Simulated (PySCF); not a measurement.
# TDDFT excited states: Mg3Te3

Compound: (MgTe)3 ring, Mg3Te3.
Structure used (PBE0-D3(BJ)/def2-SVP), in Å, numbered top down from 1:
```xyz
6
Mg3Te3 angstrom
Mg     1.6651    0.1173   -1.0414
Te     0.1772    1.8509   -2.3325
Mg    -1.5405    1.0707   -0.5078
Te    -2.5086   -0.2092    1.5706
Mg    -0.0988   -1.2430    1.5091
Te     2.3687   -1.6827    0.7328
```

The calculation used TDDFT wB97X-D/def2-SVPD, vertical, gas phase, core orbitals frozen in the response, def2 core potentials past Kr in PySCF 2.14.0, density-fitted response routines. Spin–orbit coupling is left out.

```json
{"state": "S1", "E (eV)": "3.40", "E (hartree)": "0.1249", "f": "0.0000", "main configurations (H = HOMO, L = LUMO)": "H-1/H→L (≥82%)"}
{"state": "S2", "E (eV)": "3.40", "E (hartree)": "0.1251", "f": "0.0000", "main configurations (H = HOMO, L = LUMO)": "H-1/H→L (≥81%)"}
{"state": "S3", "E (eV)": "3.55", "E (hartree)": "0.1306", "f": "0.0000", "main configurations (H = HOMO, L = LUMO)": "H-1/H→L+1 (≥86%)"}
{"state": "S4", "E (eV)": "3.55", "E (hartree)": "0.1306", "f": "0.0000", "main configurations (H = HOMO, L = LUMO)": "H-1/H→L+1 (≥85%)"}
{"state": "S5", "E (eV)": "3.74", "E (hartree)": "0.1374", "f": "0.066", "main configurations (H = HOMO, L = LUMO)": "H-2→L (71%)"}
{"state": "S6", "E (eV)": "4.00", "E (hartree)": "0.1471", "f": "0.056", "main configurations (H = HOMO, L = LUMO)": "H-2→L+1 (89%)"}
{"state": "S7", "E (eV)": "4.29", "E (hartree)": "0.1576", "f": "0.0092", "main configurations (H = HOMO, L = LUMO)": "H-3→L (57%), H-3→L+1 (26%)"}
{"state": "S8", "E (eV)": "4.29", "E (hartree)": "0.1576", "f": "0.0080", "main configurations (H = HOMO, L = LUMO)": "H-4→L (55%), H-4→L+1 (27%)"}
{"state": "S9", "E (eV)": "4.30", "E (hartree)": "0.1581", "f": "0.0000", "main configurations (H = HOMO, L = LUMO)": "H-5→L (31%), H-1/H→L+2 (≥17%), H-1/H→L+3 (≥17%)"}
{"state": "S10", "E (eV)": "4.30", "E (hartree)": "0.1582", "f": "0.0000", "main configurations (H = HOMO, L = LUMO)": "H-5→L (54%), H-1/H→L+2 (≥10%), H-1/H→L+3 (≥10%)"}
```

Triplets (Tamm–Dancoff): T1 3.30 eV, H-1/H→L (≥67%), H-1/H→L+1 (≥8%); T2 3.30 eV, H-1/H→L (≥66%), H-1/H→L+1 (≥9%); T3 3.43 eV, H-1/H→L+1 (≥74%), H-1/H→L (≥14%); T4 3.43 eV, H-1/H→L+1 (≥74%), H-1/H→L (≥14%).

The lowest singlet level (S1/S2) lies at 3.40 eV (365 nm, ultraviolet) and is dark (f under 0.0005). The strongest level in the table is S5 at 3.74 eV (332 nm, f = 0.066). S1/S2, S3/S4, S7/S8 and S9/S10 lie within about 0.01 eV of each other in each set. Löwdin shares by element: HOMO (one of a set within 0.03 eV) tellurium 79% or more, magnesium 16% or more; LUMO magnesium 71%, tellurium 10% or more (atoms not listed hold the other 19%). Of the 10 states listed, 2 reach f = 0.01 and 6 stay under 0.0005. Weighted by f, the mean energy of these states is 3.91 eV. No computed singlet lies in the visible range (380 to 750 nm); the lowest, at 365 nm, stands 0.14 eV above its violet end (3.26 eV). The vertical ionisation energy (ΔSCF) is 7.96 eV, 3.65 eV above S10. Orbitals of the list HOMO-3 to LUMO+2 that lie within 0.01 eV of each other are written together with a slash and their weights summed (≥ marks a lower bound); for degenerate orbitals outside that list single weights are arbitrary. Only the lowest 10 singlets were computed, as vertical energies without vibronic structure.

One conformer stands for the species.
